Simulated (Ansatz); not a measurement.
`[CH3][Al]([NH2])[CH]=O` and `[NH2][AlH][CH]=O` differ in one atom or group.

Ansatz, PBE0-D4/def2-TZVP geometries, multiplicity 1. Each molecule was computed in one conformer, which needn't be the lowest.

```tsv
property	`[CH3][Al]([NH2])[CH]=O`
HOMO–LUMO gap (B3LYP/def2-TZVPP) / eV	4.19
LUMO energy (ωB97M-V/def2-TZVPP) / eV	0.44
size of the dipole moment (ωB97M-V/def2-TZVPP) / D	3.28
HOMO energy (PBE/def2-TZVPP) / eV	-4.82
HOMO–LUMO gap (ωB97M-V/def2-TZVPP) / eV	9.00
HOMO energy (ωB97M-V/def2-TZVPP) / eV	-8.56
```

(1) Give the same properties after the change, and the shifts. (Best estimate.)

Answers

(1) Ansatz gave: 
```tsv
property	`[NH2][AlH][CH]=O`	shift
HOMO–LUMO gap (B3LYP/def2-TZVPP) / eV	4.09	-0.10
LUMO energy (ωB97M-V/def2-TZVPP) / eV	0.07	-0.37
size of the dipole moment (ωB97M-V/def2-TZVPP) / D	1.84	-1.44
HOMO energy (PBE/def2-TZVPP) / eV	-5.04	-0.22
HOMO–LUMO gap (ωB97M-V/def2-TZVPP) / eV	8.82	-0.18
HOMO energy (ωB97M-V/def2-TZVPP) / eV	-8.74	-0.18
```

With PBE0 the HOMO falls by 0.21 eV and the LUMO falls by 0.32 eV, so the gap narrows by about 0.11 eV. PBE moves the HOMO by -0.22 eV and ωB97M-V by -0.18 eV. Dipoles are sizes alone; their direction can turn.

B3LYP here is the variant with VWN-RPA as its local correlation; programs differ in this.
